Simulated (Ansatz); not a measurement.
`CC1OB1O` + H₂ → `CC1BO1` + H₂O at 500 K and 1 bar (hydrogenolysis of a B–O bond).

Gas-phase electronic energies from Ansatz, PBE0-D4/def2-TZVP geometries. CCSD(T)/CBS adds triple-zeta CCSD(T) − MP2 to the extrapolated MP2 energy (def2 sets, frozen cores). This one scheme is used for every species. One conformer a species, not always the lowest.

```tsv
species	CCSD(T)/CBS energy (Eh)	H − E (kJ/mol)	S (J/(mol·K))
`CC1OB1O`	-254.30498	241.4	359.3
H₂	-1.17544	41.0	145.5
`CC1BO1`	-179.06768	217.4	326.3
H₂O	-76.37941	73.2	206.3
```

H − E and S are ideal-gas, rigid-rotor, harmonic terms from PBE0-D4/def2-TZVP, for one conformer and one mirror image of each species. The MP2-based limit puts H₂ 0.8 mEh under its directly extrapolated value; such offsets cancel only in part. 1 Eh = 2625.50 kJ/mol, R = 8.31446 J/(mol·K).

Problem. By hand: ΔE, ΔH, ΔS and ΔG.

Solution. ΔE = (-179.06768) + (-76.37941) − (-254.30498) − (-1.17544) = 0.03333 Eh = 87.5 kJ/mol. Δ(H − E) = 217.4 + 73.2 − 241.4 − 41.0 = 8.2, so ΔH = 95.7 kJ/mol. ΔS = 326.3 + 206.3 − 359.3 − 145.5 = 27.8 J/(mol·K). ΔG = 95.7 − 500 × (27.8)/1000 = 81.8 kJ/mol.

Problem. By hand: the equilibrium constant, and the temperature at which ΔG would vanish if ΔH and ΔS stayed fixed.

Solution. log₁₀ K = −ΔG/(RT ln 10) = -8.5. ΔG = 0 at ΔH/ΔS = 3442 K, far beyond where these terms or the molecules hold.

ΔH outweighs TΔS. A doubt of 5 kJ/mol in ΔE shifts log₁₀ K by 0.5 here. Other conformers and mirror images would add mixing entropy, several J/(mol·K) or more a flexible species. These are equilibria of isolated gas molecules and say nothing of rates. Largest T1 diagnostic: 0.015 (customary marks: 0.02 for closed shells, 0.045 for open ones).
